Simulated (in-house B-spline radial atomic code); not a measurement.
## Binding energies in Pd3+

NIST's tabulated ground configuration is [Kr] 4d7; each binding energy is the energy of the ion with one electron taken from that subshell, relaxed, less that of the parent. All numbers are computed (Dirac-Hartree-Fock, average of configuration; Fermi nucleus of rms radius 4.5318 fm) with a B-spline radial code for spherical atoms, not measured. Energies include first-order Breit, QED and recoil terms.

```json
{"subshell": "1s", "X-ray name": "K", "binding energy (eV)": "24402", "-ε (eV)": "24535.7", "relaxation (eV)": "60.5"}
{"subshell": "2s", "X-ray name": "L1", "binding energy (eV)": "3663.2", "-ε (eV)": "3701.7", "relaxation (eV)": "31.2"}
{"subshell": "2p1/2", "X-ray name": "L2", "binding energy (eV)": "3384.1", "-ε (eV)": "3425.5", "relaxation (eV)": "34.4"}
{"subshell": "2p3/2", "X-ray name": "L3", "binding energy (eV)": "3227", "-ε (eV)": "3265.3", "relaxation (eV)": "33.5"}
{"subshell": "3s", "X-ray name": "M1", "binding energy (eV)": "725.1", "-ε (eV)": "738.1", "relaxation (eV)": "11.9"}
{"subshell": "3p1/2", "X-ray name": "M2", "binding energy (eV)": "614.6", "-ε (eV)": "627.8", "relaxation (eV)": "12.2"}
{"subshell": "3p3/2", "X-ray name": "M3", "binding energy (eV)": "586.5", "-ε (eV)": "599.0", "relaxation (eV)": "11.8"}
{"subshell": "4s", "X-ray name": "N1", "binding energy (eV)": "143.3", "-ε (eV)": "146.2", "relaxation (eV)": "2.8"}
{"subshell": "4p1/2", "X-ray name": "N2", "binding energy (eV)": "106.7", "-ε (eV)": "109.3", "relaxation (eV)": "2.4"}
{"subshell": "4p3/2", "X-ray name": "N3", "binding energy (eV)": "102.1", "-ε (eV)": "104.5", "relaxation (eV)": "2.3"}
{"subshell": "4d", "X-ray name": "N4,5", "binding energy (eV)": "47.68", "-ε (eV)": "49.10", "relaxation (eV)": "1.42"}
```

Relaxation = -ε minus the binding energy without Breit, QED and recoil terms.

Emission lines follow as differences of binding energies, with λ = 12398.42 eV·Å / E:

```json
{"line": "K-L3", "holes": "1s → 2p3/2", "energy (eV)": "21175.0", "wavelength (Å)": "0.58552"}
{"line": "K-L2", "holes": "1s → 2p1/2", "energy (eV)": "21017.9", "wavelength (Å)": "0.5899"}
{"line": "K-M3", "holes": "1s → 3p3/2", "energy (eV)": "23815.5", "wavelength (Å)": "0.5206"}
{"line": "L1-M3", "holes": "2s → 3p3/2", "energy (eV)": "3076.7", "wavelength (Å)": "4.0298"}
{"line": "L3-M1", "holes": "2p3/2 → 3s", "energy (eV)": "2501.9", "wavelength (Å)": "4.9556"}
```

What screening constant σ does Moseley's law, E = (3/4)·13.6057 eV·(Z - σ)², need for K-L3?

σ = 0.45.

Moseley's non-relativistic formula needs a falling, then negative, screening constant for heavy elements, because relativity binds the 1s electron more strongly than the formula allows.

What does it cost to remove both a 1s and a 2p1/2 electron?

27988 eV, which is 202.3 eV more than the two single binding energies together.

What does it cost to remove both a 2p1/2 and a 4s electron?

3551.2 eV, which is 23.87 eV more than the two single binding energies together.

What does it cost to remove both a 1s and a 4p3/2 electron?

24528 eV, which is 23.46 eV more than the two single binding energies together.
